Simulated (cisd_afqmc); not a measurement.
Input (AFQMC/CISD/cc-pV(D+d)Z; cisd_afqmc is a phaseless AFQMC code with CISD trial states that reads the integrals written by Ansatz): A basis named .json is the Basis Set Exchange file of that set.

Ansatz 0.2 input:
```python
import cisd_afqmc

open("ham.yaml", "w").write("""\
crystal:
  periodic: [false, false, false]
  atoms:
    - {symbol: Si, position_ang: [1.24565277, -0.04787426, 0.56669470]}
    - {symbol: S, position_ang: [-0.35789915, -0.15944494, -0.83937082]}
    - {symbol: C, position_ang: [-1.74676705, 0.33458925, 0.25005633]}
    - {symbol: H, position_ang: [2.47012399, -0.42619198, -0.17019486]}
    - {symbol: H, position_ang: [1.38118681, 1.32334050, 1.11509521]}
    - {symbol: H, position_ang: [1.02524389, -0.97455403, 1.70336838]}
    - {symbol: H, position_ang: [-1.86372966, -0.36747899, 1.07366173]}
    - {symbol: H, position_ang: [-2.64597675, 0.31713638, -0.36219694]}
    - {symbol: H, position_ang: [-1.59899846, 1.34157137, 0.63613579]}
basis:
  gaussian:
    orbitals: cc-pV_D+d_Z.json
magnetization: {spin_polarized: false}
correlation: {method: ccsd, electrons: outside_noble_gas, hamiltonian_folder: ham}
""")
rep = cisd_afqmc.ansatz("ham.yaml")
e_ccsd = rep["correlation"]["coupled_cluster"]["energy"]["hartree"]
out = cisd_afqmc.run("ham", e_ccsd, trial="CISD", walkers=100, populations=8, threads=8, dt=0.005, steps=40, early=24, settle=10, least=32,
    cut=5e-5, rank_cut=2e-4, target=0.0004, seconds=1500, seed=1, memory=17280, gpu=False)
```

Output:

```
orbitals 79, occupied [10], factors 526 of 872, rank of the doubles 253 of 690
E(HF) = -727.851334
E(CCSD) on the cut factors = -728.291371, shift to the whole factors -0.000008
Energy of the trial state on the determinant = -728.291283
  tau behind 7.2 of longer steps, mean of the populations' last blocks
   2.0  -728.30474
   4.0  -728.30577
   6.0  -728.30552
   8.0  -728.30510
  10.0  -728.30624
  12.0  -728.30593
blocks 548 (0 outliers left out), error by blocks joined: 1: 0.00021, 2: 0.00026, 4: 0.00033, 8: 0.00040, 16: 0.00039
E(AFQMC/CISD) = -728.30545 +/- 0.00040
```
